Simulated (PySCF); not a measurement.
PySCF input for GaH2F, SMILES [F][GaH2], B3LYP-D3(BJ)/def2-TZVP. Coordinates come from a B3LYP-D3(BJ)/def2-TZVP optimisation.

```python
import numpy as np
from pyscf import gto, scf, dft, df
from pyscf.hessian import thermo

mol = gto.M(
    atom='''
    Ga    0.00000000    0.00000000    0.34964364
    H     0.00000000    1.42587672    0.97292539
    H     0.00000000   -1.42587672    0.97292539
    F     0.00000000    0.00000000   -1.42053375
    ''',
    basis='def2-TZVP',
    charge=0,
    spin=0,
    max_memory=1600,
    verbose=3,
)
mf = dft.RKS(mol, xc='b3lyp').density_fit(auxbasis='def2-universal-jkfit')
mf.disp = 'd3bj'
mf.grids.level = 3
mf.conv_tol = 1e-11
mf.max_cycle = 100
mf.kernel()

# [left out here: the lines that compute and print the analytic Hessian (its translational invariance restored by hand, since the grid's response is missing), thermochemistry and intensities]
```

Log of the run:

```
converged SCF energy = -2026.02580987481

WARN: DFTD3 does not support analytical Hessian, using finite difference


WARN: Mole.unit (angstrom) is changed to Bohr

Mode                                 0                   1                   2
Irrep
Freq [cm^-1]                      518.4676            628.9389            651.1124
Reduced mass [au]                   1.1317              1.0730              8.7355
Force const [Dyne/A]                0.1792              0.2501              2.1820
Char temp [K]                     745.9594            904.9031            936.8058
Normal mode                   x     y     z       x     y     z       x     y     z
       0  Ga                -0.00 -0.02 -0.00   -0.03  0.00  0.00   -0.00  0.00 -0.06
       1   H                 0.00  0.26 -0.61    0.68  0.00 -0.00    0.00 -0.09  0.17
       2   H                 0.00  0.26  0.61    0.68 -0.00 -0.00    0.00  0.09  0.17
       3   F                 0.00  0.06  0.00    0.03 -0.00 -0.00    0.00 -0.00  0.19
Mode                                 3                   4                   5
Irrep
Freq [cm^-1]                      728.2293           2004.4799           2019.1164
Reduced mass [au]                   1.1062              1.0116              1.0310
Force const [Dyne/A]                0.3456              2.3946              2.4764
Char temp [K]                    1047.7598           2884.0003           2905.0589
Normal mode                   x     y     z       x     y     z       x     y     z
       0  Ga                -0.00  0.00  0.00    0.00  0.00  0.01    0.00 -0.02  0.00
       1   H                 0.00 -0.25  0.62   -0.00 -0.65 -0.26   -0.00  0.63  0.29
       2   H                 0.00  0.25  0.62   -0.00  0.65 -0.26   -0.00  0.63 -0.29
       3   F                 0.00 -0.00 -0.07   -0.00 -0.00  0.00   -0.00 -0.00  0.00
temperature 298.1500 [K]
pressure 101325.00 [Pa]
Rotational constants [GHz] 123.29990 10.36366 9.56011
Symmetry number 2
Zero-point energy (ZPE) 0.01492 [Eh]   39179.761 [J/mol]
                           tot       elec      trans        rot        vib
Entropy [J/mol/K]       253.201      0.000    164.968     81.277      6.956
Cv [J/mol/K]             41.281      0.000     12.472     12.472     16.337
Cp [J/mol/K]             49.595      0.000     20.786     12.472     16.337
Internal energy [J/mol]                      3718.434   3718.434  40735.029
Internal energy [Eh]   -2026.00746  -2026.02581
Enthalpy [J/mol]                             6197.391   3718.434  40735.029
Enthalpy [Eh]          -2026.00652
Gibbs free energy [J/mol]                  -42987.765 -20514.400  38661.063
Gibbs free energy [Eh] -2026.03527
static polarisability / bohr^3: [[21.405  0.    -0.   ]
 [-0.    32.163 -0.   ]
 [-0.    -0.    28.121]]
largest difference of analytic and finite-field dipole derivatives / e: 0.0006948965008521935
mode   freq/cm-1   IR/(km/mol)   Raman/(A^4/amu)   depolarisation
   1      518.47        69.328            11.971            0.750
   2      628.94       117.633             1.068            0.750
   3      651.11       141.814             2.631            0.107
   4      728.23        52.658             8.601            0.748
   5     2004.48        28.926           332.776            0.130
   6     2019.12       215.303            34.196            0.750
max |gradient| / (hartree/bohr): 9.961339779809582e-06
APT charges: [ 1.248  -0.2822 -0.2822 -0.6837]
```

The run converged.

Cost: very roughly 80 core-seconds.
